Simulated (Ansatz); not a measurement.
Stepwise reaction of `C[O][Ga]([Cl])[Cl]` with ammonia, as a gas-phase model of exchange steps in deposition or etching. ΔE in kJ/mol.

Isolated molecules relaxed with PBE0-D4/def2-TZVP in Ansatz; ΔE leaves out vibrations. CBS: MP2 limit from def2 TZ/QZ plus the TZ coupled-cluster correction, frozen cores. This one scheme is used for every species. Functionals use def2-TZVPP. B3LYP here is the variant with VWN-RPA as its local correlation; programs differ in this. For Ga outer-core shells are correlated without core-valence functions, which leaves a few kJ/mol of doubt a bond. Scalar relativity is left out up to krypton. Each species was taken in one conformer, which may not be the lowest.

```csv
step,reaction,PBE-D4,B3LYP-D4,ωB97M-V,CCSD(T)/CBS
2,`C[O][Ga]([NH2])[Cl]` + NH₃ → `C[O][Ga]([NH2])[NH2]` + HCl,94.2,94.6,94.5,88.8
```

**Question.** Give the row of step 1, `C[O][Ga]([Cl])[Cl]` + NH₃ → `C[O][Ga]([NH2])[Cl]` + HCl. (An estimate is asked.)

**Answer.** Ansatz gave: 
```
step                                                  reaction  PBE-D4  B3LYP-D4  ωB97M-V  CCSD(T)/CBS
   1  `C[O][Ga]([Cl])[Cl]` + NH₃ → `C[O][Ga]([NH2])[Cl]` + HCl    72.8      72.7     72.5         67.5
```

**Question.** By hand: ΔE of the 2 steps together at CCSD(T)/CBS.

**Answer.** (67.5) + (88.8) = 156.3 kJ/mol, or 78.2 kJ/mol a step.

In ΔE each step is higher than the one before. All are uphill at CCSD(T)/CBS. PBE-D4 differs from CCSD(T)/CBS by 5.3 to 5.4 kJ/mol a step. Isolated molecules leave out the surface, adducts and barriers. Largest T1 diagnostic: 0.013.
